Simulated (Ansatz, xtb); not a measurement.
C4H2ClFN2: which of two isomers lies lower

We compare X, `Fc1ncncc1Cl`, a singlet, with Y, `Fc1cncc(Cl)n1`, a singlet. Both are isolated molecules in the gas phase, relaxed with r2SCAN-D4/def2-SVP.

X (Å):

```xyz
10

C    -1.4901   -1.0706   -2.2783
C    -2.2870    0.9403   -1.6397
C    -2.7669   -0.8215   -0.2944
C    -2.0671   -1.6752   -1.1502
Cl   -1.9146   -3.3643   -0.8515
F    -0.8113   -1.8088   -3.1373
N    -1.5949    0.2122   -2.5232
N    -2.8788    0.4874   -0.5366
H    -2.3719    2.0132   -1.8493
H    -3.2436   -1.2254    0.6069
```

Y (Å):

| atom | x (Å) | y (Å) | z (Å) |
| --- | --- | --- | --- |
| C | -1.9482 | -1.1924 | -2.5151 |
| C | -2.5692 | 0.0631 | -2.4956 |
| C | -2.3890 | 0.0628 | -0.2167 |
| C | -1.7700 | -1.1966 | -0.2847 |
| Cl | -1.2662 | -1.9794 | 1.1796 |
| F | -1.7385 | -1.8000 | -3.6741 |
| N | -2.7810 | 0.6755 | -1.3323 |
| N | -1.5514 | -1.8200 | -1.4304 |
| H | -2.8855 | 0.5531 | -3.4227 |
| H | -2.5585 | 0.5580 | 0.7446 |

Quicker runs give these differences E(Y) − E(X): GFN2-xTB +0.111 eV; HF/STO-3G +0.073 eV (at GFN2-xTB geometries); r2SCAN-D4/def2-SVP//GFN2-xTB +0.064 eV.

Question: Estimate E(Y) − E(X) at the level CCSD(T)/def2-SVP + ΔMP2/def2-TZVPP.

Answer: Calculated at CCSD(T)/def2-SVP + ΔMP2/def2-TZVPP: E(Y) − E(X) = +0.125 eV, so structure X lies lower.

The same difference at several levels:

```
                             level            geometry  E(Y) − E(X) (eV)  departure from the last row (eV)  job, with rough time for the two
                          GFN2-xTB            GFN2-xTB              +0.111                            −0.014              optimisation, 0.11 s
                         HF/STO-3G            GFN2-xTB              +0.073                            −0.053              single point, 0.48 s
      r2SCAN-D4/def2-SVP//GFN2-xTB            GFN2-xTB              +0.064                            −0.061               single point, 4.9 s
                r2SCAN-D4/def2-SVP  r2SCAN-D4/def2-SVP              +0.058                            −0.067                optimisation, 30 s
                       HF/def2-SVP  r2SCAN-D4/def2-SVP              +0.223                            +0.097           part of the CCSD(T) run
                      MP2/def2-SVP  r2SCAN-D4/def2-SVP              +0.054                            −0.071           part of the CCSD(T) run
                  CCSD(T)/def2-SVP  r2SCAN-D4/def2-SVP              +0.117                            −0.008                      single point
CCSD(T)/def2-SVP + ΔMP2/def2-TZVPP  r2SCAN-D4/def2-SVP              +0.125                                                  single point, 73 s
```

As drawn, both hold the same kinds of bond in the same numbers.

None of the levels shown reverses the order. The largest departure from CCSD(T)/def2-SVP + ΔMP2/def2-TZVPP is that of HF/def2-SVP, 0.097 eV. The last row adds to CCSD(T) the change of the MP2 difference between the two basis sets, here +0.008 eV.

With thermal terms from frequencies at re-optimised GFN2-xTB minima (ideal gas, soft modes damped towards free rotors, one conformer each, 298.15 K, 1 atm): on the last row, ΔE + ΔZPE = +0.117, ΔH = +0.117, ΔG = +0.116 eV.

The correlated steps freeze 12 core orbitals. Run with Ansatz 0.2.0, xtb 6.7.1; the last row on 2 threads of Arm Neoverse V2 on a shared host.
